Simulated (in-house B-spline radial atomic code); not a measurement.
**RPA and G0W0 on BLYP: the zirconium ion Zr⁷⁺**

Configuration [Ar] 3d10 4s2 4p3, highest spin, mean-field start BLYP. Computed with an all-electron radial atomic-structure program (B-spline basis): all electrons, scalar-relativistic (spin-free one-electron X2C), finite nucleus, each spin shell either full or empty, empty states to l = 9 with an (l + 1/2)⁻⁴ tail; G0W0 by contour deformation at full frequency.

Command:
```bash
python run_gw.py task.json out
```
Settings (radii: box in bohr, nucleus in fm):
```
Z                        40
electrons                33
configuration            [Ar] 3d10 4s2 4p3
hamiltonian              x2c
method                   b88,lyp
lmax                     9
rms_radius               4.2694
spin_polarised           True
box_radius               8.41
intervals                66
```

Run time, properties included: 5.7 s on 1 thread of Arm Neoverse N1 (shared host).

Energies (hartree):

```
                                     term        value
                         mean-field total  -3584.90425
Hartree-Fock functional on these orbitals  -3582.98134
                      direct second order      -2.8323
                    second-order exchange      0.83129
                         SOSEX correction      0.77568
```

Problem. What is the RPA correlation energy, and what remains with SOSEX?

Solution. RPA gives -2.525 hartree (-2.08 eV per electron); RPA + SOSEX gives -1.7493, and the second-order doubles -2.001 hartree (no singles). RPA lacks exchange-type terms and so overcorrelates at short range.

Quasi-particle levels (eV):

| level | occupied | mean field | Σx - vxc | Σc | QP weight | G0W0 |
| --- | --- | --- | --- | --- | --- | --- |
| 4p up | yes | -125.73 | -9.14 | ? | ? | ? |
| 4s down | yes | -145.92 | -5.26 | -3.23 | 0.964 | -154.42 |
| 3d down | yes | -279.17 | -26.40 | 5.47 | 0.934 | -300.09 |
| 4p down | no | -121.31 | 10.82 | -3.14 | 0.961 | -113.63 |

G0W0 = mean field + (Σx - vxc) + Σc, with Σc (partial-wave tail included) taken at the quasi-particle energy. Only the outer levels were computed. Levels of low weight are left out.

Problem. Where does G0W0 put 4p up?

Solution. At -135.40 eV, with Σc = -0.54 eV and a quasi-particle weight of 0.961. The tabulated removal energy is 133.7 ± 0.5 eV (NIST, semi-empirical); the calculation leaves out spin-orbit coupling, Breit and QED terms, and what these don't explain is the method's own error.
